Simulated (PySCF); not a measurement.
**Dipole moment and polarisability of `C=CPC(=O)OC`**

C4H7O2P.
Atom-mapped SMILES: `[CH2:1]=[CH:2][PH:3][C:4](=[O:5])[O:6][CH3:7]` (hydrogens: H8, H9 on C1; H10 on C2; H11 on P3; H12, H13, H14 on C7)

Structure used (GFN2-xTB), in Å, numbered top down from 1:
```
atom  x, y, z in Å
C1    -2.644    0.274   -0.856
C2    -1.674    0.572   -0.007
P3    -1.064   -0.542    1.290
C4     0.636   -0.775    0.604
O5     1.147   -1.835    0.371
O6     1.216    0.414    0.484
C7     2.566    0.435    0.030
H8    -3.122   -0.693   -0.859
H9    -3.003    0.987   -1.580
H10   -1.213    1.552    0.002
H11   -1.546   -1.731    0.744
H12    2.888    1.472    0.078
H13    3.188   -0.193    0.670
H14    2.622    0.063   -0.995
```

Level: CAM-B3LYP/def2-SVPD (PySCF), static field, nuclei fixed, core orbitals frozen in the response. The polarisability tensor in these axes (au):

```
x   99.21 -1.17  7.51
y   -1.17 75.00 -4.78
z    7.51 -4.78 72.78
```

Question: Give the principal values, the mean and the anisotropy Δα = √{½[(α1 − α2)² + (α2 − α3)² + (α1 − α3)²]}.

Answer: Principal values 68.04, 77.53 and 101.41 au; mean 82.33 au = 12.20 Å³ = 13.57 × 10⁻⁴⁰ C²·m²/J; Δα = 29.78 au (36 % of the mean).

Question: What is the dipole moment, and where does it point?

Answer: (0.11, 2.08, -1.00) D, 2.32 D in size, pointing from the negative to the positive side. Measured along this direction, the outermost atoms are H11 at the negative end and H9, H12 and H10 at the positive end.

Question: Find the Langevin capture rate constant for H3+ (3.023 u) meeting this molecule (118.018 u), k = 2.342 × 10⁻⁹ cm³/s × √(α in Å³ / reduced mass in u).

Answer: The reduced mass is 2.95 u, so k = 4.76 × 10⁻⁹ cm³/s. The formula leaves out the permanent dipole, which adds to the capture rate.

Question: Estimate the molar refractivity from the static electronic polarisability.

Answer: Lorentz–Lorenz: R = (4π/3)N_A α = 2.5225 cm³/(mol·Å³) × 12.20 Å³ = 30.8 cm³/mol, in the limit of long wavelengths.

Question: Give the eigenvalues of the traceless quadrupole moment Θ = ½Σq(3rr − r²1), origin at the centre of nuclear charge.

Answer: -10.64, -1.53, 12.17 D·Å. The values depend on the origin, since the dipole doesn't vanish. The electronic extent ⟨r²⟩ about the same centre is 1053 bohr², a root-mean-square distance of 2.18 Å for the 62 electrons.

Question: Refractivity n − 1 of an ideal gas of it at 298.15 K and 1 atm, from the electronic α?

Answer: N = p/kT = 2.4615 × 10¹⁹ cm⁻³, so n − 1 = 2π × N × 12.20 × 10⁻²⁴ cm³ = 1887 × 10⁻⁶ at long wavelengths.

Question: What depolarisation ratio follows for Rayleigh scattering of linearly polarised light, taking the static tensor?

Answer: ρ = 3Δα²/(45ᾱ² + 4Δα²) = 2660.2/(304999 + 3547.0) = 0.00862.

Isolated species at its GFN2-xTB geometry (one conformer only).
